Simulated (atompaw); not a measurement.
Building the PAW (atompaw) potential for manganese (Mn) (LDA (PW92), scalar-relativistic).

The input file (atompaw 4.2.0.5):

```
Mn 25
LDA-PW scalarrelativistic loggrid 1500 logderivrange -2 5 176
4 4 3 0 0 0
4 0 1.5
4 1 0
3 2 5.5
0 0 0
c
c
c
v
c
c
v
v
2
3.00 2.95 2.00 2.80
y
0.35
n
y
2.6
n
y
1.1
n
custom rrkj vanderbiltortho sinc
3 1 ultrasoft
2.05
3.00
3.00
3.00
1.85
1.85
PWSCFOUT
UPFDX 0.0125d0 UPFXMIN -7.d0 UPFZMESH 25.d0
END
```

Command:

```bash
atompaw < Mn.input > Mn.log
```

Output (summary file):

```
Completed calculations for Mn (AE)

 Exchange-correlation type: LDA, Perdew-Wang correlation

 Radial integration grid is logarithmic
 r0 =   3.3078265E-04 h =   8.2695663E-03   n =      1500 rmax =   8.0000000E+01

 Scalar relativistic calculation

 AEatom converged in  43 iterations
   nz     =  25.00
   delta  =       5.793303079255E-17

 All Electron Orbital energies:
  n  l      occupancy      energy
  1  0      2.0000000E+00 -4.7129390E+02
  2  0      2.0000000E+00 -5.4356077E+01
  3  0      2.0000000E+00 -6.1063773E+00
  4  0      1.5000000E+00 -3.5079849E-01
  2  1      6.0000000E+00 -4.6094434E+01
  3  1      6.0000000E+00 -3.8394928E+00
  4  1      0.0000000E+00 -9.0129282E-02
  3  2      5.5000000E+00 -3.7693224E-01

 Total energy
   Total                    :    -2312.32070175659737

 ---
 Completed calculations for Mn (SC)

 Exchange-correlation type: LDA, Perdew-Wang correlation

 Radial integration grid is logarithmic
 r0 =   3.3078265E-04 h =   8.2695663E-03   n =      1500 rmax =   8.0000000E+01

 Scalar relativistic calculation

 SCatom converged in   1 iterations
   nz     =  25.00
   delta  =       4.488201707297E-18

 Valence Electron Orbital energies:
  n  l      occupancy      energy
   4  0      1.5000000E+00 -3.5079849E-01
   4  1      0.0000000E+00 -9.0129282E-02
   3  2      5.5000000E+00 -3.7693224E-01

 Total energy
   Total                    :    -2312.32070175636818
   Valence                  :     -119.41916449339591

 PAW parameters:
       lmax =            2
         rc =    3.0008714927452780
        irc =         1103
   rc_shape =    2.9516424357642888
    rc_vloc =    2.0009837288953629
    rc_core =    2.8087475578055199
   Vloc: Non norm-conserving form with l= 3;e=   1.0000E+00
   Projector type: RRKJ pseudization + Vanderbilt ortho.
   Sinc^2 compensation charge shape zeroed at   2.9516E+00

 Number of basis functions     6
 No.   n  nodes  l      Energy         Cp coeff         Occ
  1    4    3    0   -0.3507985E+00 -0.4480781E+02  0.1500000E+01
  2  999    4    0    0.3500000E+00 -0.4295376E+00  0.0000000E+00
  3    4    2    1   -0.9012928E-01  0.4370800E+02  0.0000000E+00
  4  999    3    1    0.2600000E+01  0.7989832E+00  0.0000000E+00
  5    3    0    2   -0.3769322E+00 -0.1907026E+01  0.5500000E+01
  6  999    1    2    0.1100000E+01 -0.5253508E+00  0.0000000E+00

 Eigenvalues of overlap operator (in the basis of projectors):
    1        7.91904345E-04
    2        2.73056788E-01
    3        5.98500328E-01
    4        1.62226511E+01
    5        2.88232016E+01
    6        2.65475401E+02

 Orbital leakage outside PAW augmentation regions
   orb  is_core?  %out_of_sphere
   1 0    T           0.00
   2 0    T           0.00
   3 0    T           0.00
   4 0    F          49.24
   2 1    T           0.00
   3 1    T           0.03
   4 1    F          79.28
   3 2    F           4.24

 Summary of PAW energies
   Total valence energy     :   -119.41916599572097
   Smooth energy            :      7.61788671416952
   One center               :   -127.03705270989050
   Smooth kinetic           :     13.38250693874776
   Vloc energy              :     -3.91997100037085
   Smooth exch-corr         :     -2.65951480703338
   One-center xc            :    -96.99035454925296
```

The run took about 12 s on one core of a shared server CPU.
